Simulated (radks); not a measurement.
Bi+, configuration [Hg] 6p2 (the NIST ground configuration).

All-electron calculation, non-relativistic Kohn-Sham, TPSS, spin-polarised, spherical densities, point nucleus; open shells are filled with parallel spins first (spin-orbit coupling, left out, can overturn this in heavy ions); meta-GGA in the generalised Kohn-Sham scheme; relativity is left out, which matters for an element this heavy. Program: a radial shooting solver on a logarithmic mesh with Libxc functionals.

Energy parts (Ry):
total: -40197.2960
kinetic: 40188.1513
electron-nucleus: -95577.8160
Hartree: 15930.9548
exchange-correlation: -738.5861

Orbitals (lengths in bohr, moments of r in powers of bohr):
orbital,occ.,eigenvalue (Ry),<1/r>
1s up,1,-5959.147,82.46
1s down,1,-5959.146,82.46
2s up,1,-1007.470,19.46
2s down,1,-1007.469,19.46
2p up,3,-970.3941,19.49
2p down,3,-970.3929,19.49
3s up,1,-242.1383,7.581
3s down,1,-242.1374,7.581
3p up,3,-224.4880,7.536
3p down,3,-224.4867,7.536
3d up,5,-191.6608,7.472
3d down,5,-191.6596,7.472
4s up,1,-54.99437,3.350
4s down,1,-54.99279,3.350
4p up,3,-47.19088,3.264
4p down,3,-47.18902,3.264
4d up,5,-32.80993,3.092
4d down,5,-32.80773,3.092
4f up,7,-13.31506,2.790
4f down,7,-13.31232,2.790
5s up,1,-9.86560,1.439
5s down,1,-9.85887,1.438
5p up,3,-7.21066,1.335
5p down,3,-7.20363,1.335
5d up,5,-2.87141,1.078
5d down,5,-2.85519,1.083
6s up,1,-1.41858,0.5253
6s down,1,-1.29832,0.5310
6p up,2,-0.88959,0.4389
6p down,0,-0.77151,0.4323

The highest occupied level is 6p up at -12.103 eV. Spin moment in Bohr magnetons: 2. The spin density at the nucleus is -1.144 e/bohr^3 (1s -0.034, 2s 0.024, 3s 0.036, 4s 0.031, 5s 0.117, 6s -1.319). Summed over all electrons, <r^2> = 63.92 bohr^2, which gives a Langevin (diamagnetic) susceptibility term of -50.6 x 10^-6 cm^3/mol. The density falls to 0.001 e/bohr^3 at r = 4.44 bohr.
